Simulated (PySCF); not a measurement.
Question: Write Cartesian coordinates for `NCc1cnc(Cl)nc1` as optimised with GFN2-xTB.

Answer: 
```
atom  x, y, z in Å
N1    -2.030    1.223    0.177
C2    -1.553   -0.035   -0.373
C3    -0.075   -0.180   -0.156
C4     0.549   -1.418   -0.030
N5     1.852   -1.541    0.150
C6     2.546   -0.421    0.211
Cl7    4.226   -0.579    0.446
N8     2.074    0.807    0.113
C9     0.771    0.924   -0.070
H10   -1.923    1.233    1.186
H11   -3.012    1.354   -0.036
H12   -1.744   -0.015   -1.453
H13   -2.062   -0.926    0.035
H14   -0.006   -2.347   -0.073
H15    0.382    1.930   -0.147
```

Any rigid rotation of these coordinates is as good. Atoms count from 1 in this order. N1 (primary amine nitrogen) is pyramidal (angles 110.5°, 110.5° and 108.1°, sum 329.1°, 0.37 Å off the plane of its three neighbours). The 3 C–C bonds span 1.391 Å (C3–C4, aromatic) to 1.501 Å (C2–C3, drawn single), a spread of 0.110 Å. Of the pairs four or more bonds apart, N1···H15 is among the closest relative to their van der Waals radii: 2.53 Å, 92 % of the sum of Bondi's values. The 6-membered ring C3–C4–N5–C6–N8–C9 has internal angles of 115.3° to 126.8° (sum 720°, against 720° for a flat polygon); it is planar, 0.00 Å rms from its mean plane, widest ring torsion 0°.

Bonds between heavy atoms (Å): N1–C2 1.453, C2–C3 1.501, C3–C4 1.391, C4–N5 1.322, N5–C6 1.319, C6–Cl7 1.703, C6–N8 1.319, N8–C9 1.321, C3–C9 1.394.

Structure optimised with GFN2-xTB, isolated species.

Point group: C1 (no symmetry element, even within 0.4 Å). No frequency check. The numbers are those of one conformer (H–N1–C2–C3 -65° and 175°, N1–C2–C3–C4 152°).

These are computed values.
